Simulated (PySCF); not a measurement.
## input.py for NaIn⁺

The script input.py:

```python
from pyscf import gto, scf

mol = gto.M(
    atom='Na 0 0 0; In 0 0 3.065',
    basis='def2-svp',
    ecp={'In': 'def2-svp'},
    charge=1,
    spin=1,
    symmetry=True,
    verbose=4,
)
mf = scf.ROHF(mol)
mf.kernel()
mf.mulliken_pop()
mf.dip_moment()
print('orbital energies (hartree):', mf.mo_energy[..., max(0, mol.nelec[1]-3):mol.nelec[0]+3].round(4))
```

```bash
$ python input.py
```

It prints (some set-up lines and the per-cycle HOMO/LUMO lines with their warnings removed):

```
PySCF version 2.14.0

[INPUT] verbose = 4
[INPUT] num. atoms = 2
[INPUT] num. electrons = 31
[INPUT] charge = 1
[INPUT] spin (= nelec alpha-beta = 2S) = 1
[INPUT] symmetry True subgroup None
[INPUT] Mole.unit = angstrom
[INPUT] Symbol           X                Y                Z      unit          X                Y                Z       unit  Magmom
[INPUT]  1 Na     0.000000000000   0.000000000000   0.000000000000 AA    0.000000000000   0.000000000000   0.000000000000 Bohr   0.0
[INPUT]  2 In     0.000000000000   0.000000000000   3.065000000000 AA    0.000000000000   0.000000000000   5.792010571792 Bohr   0.0

nuclear repulsion = 39.8825238898923
point group symmetry = Coov
symmetry origin: [0.         0.         4.73014197]
symmetry axis x: [1. 0. 0.]
symmetry axis y: [0. 1. 0.]
symmetry axis z: [0. 0. 1.]
num. orbitals of irrep A1 = 17
num. orbitals of irrep E1x = 9
num. orbitals of irrep E1y = 9
num. orbitals of irrep E2x = 3
num. orbitals of irrep E2y = 3
number of shells = 17
number of NR pGTOs = 94
number of NR cGTOs = 41
basis = def2-svp
ecp = {'In': 'def2-svp'}

******** <class 'pyscf.scf.hf_symm.SymAdaptedROHF'> ********
method = SymAdaptedROHF
initial guess = minao
damping factor = 0
level_shift factor = 0
DIIS = <class 'pyscf.scf.diis.CDIIS'>
diis_start_cycle = 1
diis_space = 8
diis_damp = 0
SCF conv_tol = 1e-09
SCF conv_tol_grad = None
SCF max_cycles = 50
direct_scf = True
direct_scf_tol = 1e-13
num. doubly occ = 15  num. singly occ = 1
Freeze 0 electrons in irreps []
    31 free electrons in irreps A1 E1x E1y E2x E2y
Set gradient conv threshold to 3.16228e-05
init E= -329.492433263641
cycle= 1 E= -350.583381510193  delta_E= -21.1  |g|= 1.06  |ddm|= 8.37
cycle= 2 E= -350.815092789402  delta_E= -0.232  |g|= 0.368  |ddm|= 2.15
cycle= 3 E= -350.841825456558  delta_E= -0.0267  |g|= 0.0222  |ddm|= 0.439
cycle= 4 E= -350.84267911336  delta_E= -0.000854  |g|= 0.00784  |ddm|= 0.084
cycle= 5 E= -350.842867244484  delta_E= -0.000188  |g|= 0.00273  |ddm|= 0.0563
cycle= 6 E= -350.842904612644  delta_E= -3.74e-05  |g|= 0.00132  |ddm|= 0.0198
cycle= 7 E= -350.842916911298  delta_E= -1.23e-05  |g|= 0.000356  |ddm|= 0.0147
cycle= 8 E= -350.842917899479  delta_E= -9.88e-07  |g|= 5.66e-05  |ddm|= 0.00513
cycle= 9 E= -350.842917907596  delta_E= -8.12e-09  |g|= 6.45e-06  |ddm|= 0.000458
cycle= 10 E= -350.842917907635  delta_E= -3.88e-11  |g|= 9.05e-07  |ddm|= 2.3e-05
Extra cycle  E= -350.842917907637  delta_E= -1.65e-12  |g|= 3.35e-07  |ddm|= 2.89e-06
converged SCF energy = -350.842917907637
 ** Mulliken pop  **
pop of  0 Na 1s           1.99967
pop of  0 Na 2s           1.99403
pop of  0 Na 3s           0.28181
pop of  0 Na 4s          -0.01849
pop of  0 Na 2px          1.99761
pop of  0 Na 2py          1.99761
pop of  0 Na 2pz          1.99769
pop of  0 Na 3px          0.00243
pop of  0 Na 3py          0.00243
pop of  0 Na 3pz          0.09403
pop of  0 Na 3dxy        -0.00000
pop of  0 Na 3dyz        -0.00003
[29 lines left out]
 ** Mulliken atomic charges  **
charge of    0Na =      0.63390
charge of    1In =      0.36610

WARN: System has nonzero charge 1; the dipole moment is origin-dependent.
Location of origin: [0. 0. 0.]

Dipole moment(X, Y, Z, Debye):  0.00000,  0.00000,  4.17504
orbital energies (hartree): [-1.183  -1.1809 -0.5728 -0.2522 -0.1368 -0.1368 -0.12  ]
```

In short: E(SCF) = -350.842918 Eh, 10 cycles.

Wall time 1.1 s on one thread of a shared host.

The bond length is a typed value, not an optimised one. The dipole of an ion depends on the origin. No search for the lowest solution was made.
